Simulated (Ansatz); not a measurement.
Basis sets compared for AlCu₂⁺ (the lowest singlet isomer of a short search). The state is a singlet with charge 1. Geometry PBE-D4/def2-TZVP. Ansatz on 2 threads of Arm Neoverse V2 on a shared host; times are rough, and most runs start from earlier orbitals.

```xyz
3

Cu   -1.004   -0.319    2.040
Cu    1.004    0.319   -2.040
Al    0.000    0.000    0.000
```

The structure comes from a short search, and lower isomers may exist.

```csv
level,functions,energy (Eh),HOMO (eV),LUMO (eV),wall time
PBE-D4/def2-SVP,80,-3522.0590,-9.87,-7.45,1 s
PBE0-D4/def2-SVP,80,-3522.0866,-10.54,-6.63,1.4 s
```

(1) Estimate the rows for PBE-D4/def2-TZVP, PBE0-D4/def2-TZVP (with forces).

Answers

(1) 
```tsv
level	functions	energy (Eh)	HOMO (eV)	LUMO (eV)	wall time
PBE-D4/def2-TZVP	127	-3522.6526	-10.29	-7.76	1.5 s
PBE0-D4/def2-TZVP (with forces)	127	-3522.6596	-10.89	-6.80	3.6 s
```
